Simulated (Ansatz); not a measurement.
Basis sets compared for GeSe2⁻ (the lowest doublet isomer of a short search). Charge -1, multiplicity 2. Geometry r2SCAN-D4/def2-TZVPD. Ansatz on 4 threads of Arm Neoverse V1 on a shared host; times are rough, and most runs start from earlier orbitals.

```
atom   x (Å)   y (Å)   z (Å)
 Ge1   0.233   0.061  -0.572
 Se2  -0.879  -1.859  -0.219
 Se3   0.646   1.799   0.791
```

The structure comes from a short search, and lower isomers may exist.

```tsv
level	functions	energy (Eh)	HOMO (eV)	LUMO (eV)	wall time
PBE-D4/def2-SVPD	120	-6878.3892	-0.28	0.39	2.1 s
PBE0-D4/def2-SVPD	120	-6878.5860	-1.26	1.08	3.3 s
```

(1) Estimate the rows for PBE-D4/def2-TZVPD, PBE0-D4/def2-TZVPD.

Answers

(1) 
```tsv
level	functions	energy (Eh)	HOMO (eV)	LUMO (eV)	wall time
PBE-D4/def2-TZVPD	168	-6879.2327	-0.25	0.43	3.5 s
PBE0-D4/def2-TZVPD	168	-6879.4296	-1.23	1.13	6 s
```
